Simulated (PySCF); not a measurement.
Molecule: SMILES CC(C)OCB(F)F, C₄H₉BF₂O.

Geometry (Å), atoms numbered from 1 in this order:
```xyz
17

C    -1.208    1.030   -0.822
C    -0.606    0.099    0.234
C    -1.701   -0.599    1.033
O     0.180   -0.928   -0.358
C     1.480   -0.548   -0.764
B     2.500   -0.121    0.382
F     2.288   -0.223    1.674
F     3.690    0.357    0.073
H    -1.839    1.772   -0.341
H    -1.808    0.451   -1.520
H    -0.430    1.550   -1.377
H     0.025    0.691    0.916
H    -2.319   -1.190    0.363
H    -2.320    0.135    1.541
H    -1.255   -1.263    1.767
H     1.881   -1.436   -1.270
H     1.435    0.234   -1.540
```

Frames of a GFN2-xTB Langevin trajectory at 600 K; GIAO PBE0/pcSseg-1 shieldings in PySCF, gas phase, non-relativistic; equivalent atoms averaged within each frame.

Scale: ¹³C (σref 186.93) and ¹H (σref 31.72) against TMS; ¹⁷O (σref 336.08) vs H2O; BF3·OEt2 for ¹¹B (σref 100.07); ¹⁹F (σref 170.95) against CFCl3 (reference shieldings calculated alike). The references are static minima.

How do the shifts (ppm) fluctuate along the trajectory?

Results:


```tsv
time (fs)	C2	C5	C1/C3	O4	B6	F7/F8	H12	H16/H17	H9/H10/H11/H13/H14/H15
250	87.1	67.5	23.3	45.5	25.7	-71.2	4.60	3.43	1.12
425	79.8	50.4	28.6	56.0	29.0	-57.7	4.32	1.96	1.75
625	73.8	58.3	32.9	25.2	30.7	-66.7	3.22	3.72	2.18
800	75.2	58.9	24.1	64.4	30.0	-46.1	5.59	4.15	1.72
1000	87.0	69.6	23.0	79.9	27.5	-64.2	5.19	3.15	1.23
mean of frames	80.6	61.0	26.4	54.2	28.6	-61.2	4.59	3.28	1.60
standard deviation	6.3	7.7	4.3	20.5	2.0	9.8	0.91	0.82	0.43
```

5 frames give an uncertainty of the mean of about the standard deviation over 2.2 at best, since frames this close in time may not be independent; classical motion lacks zero-point vibration, and the reference would need the same averaging.
